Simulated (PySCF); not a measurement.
This script is equivalent to a calculation on Se²⁺ (selenium, charge +2).

```python
from pyscf import gto, scf, dft, mp, cc
import basis_set_exchange as bse
txt = bse.get_basis("cc-pVTZ-PP", elements=["Se"], fmt="nwchem", header=False)
cut = txt.index("\nECP")
mol = gto.M(atom="Se 0 0 0", charge=2, spin=2, symmetry="D2h",
            basis=gto.basis.parse(txt[:cut]),
            ecp={"Se": gto.basis.parse_ecp(txt[cut:])})
mf = dft.UKS(mol, xc="B3LYP")
mf.irrep_nelec = {'Ag': (4, 4), 'B1g': (1, 1), 'B2g': (1, 1), 'B3g': (1, 1), 'B1u': (2, 1), 'B2u': (2, 1), 'B3u': (1, 1)}
mf.kernel()
```

Q: What total energy does it give?

A: -372.047 hartree (calculated).

Q: Which occupied shell lies highest, and where?

A: 4p α, at -27.291 eV.

Q: What is ⟨S²⟩, and what would a pure spin state give?

A: 2.002, against 2.00.

Energies and moments cover only the electrons outside the core potential.
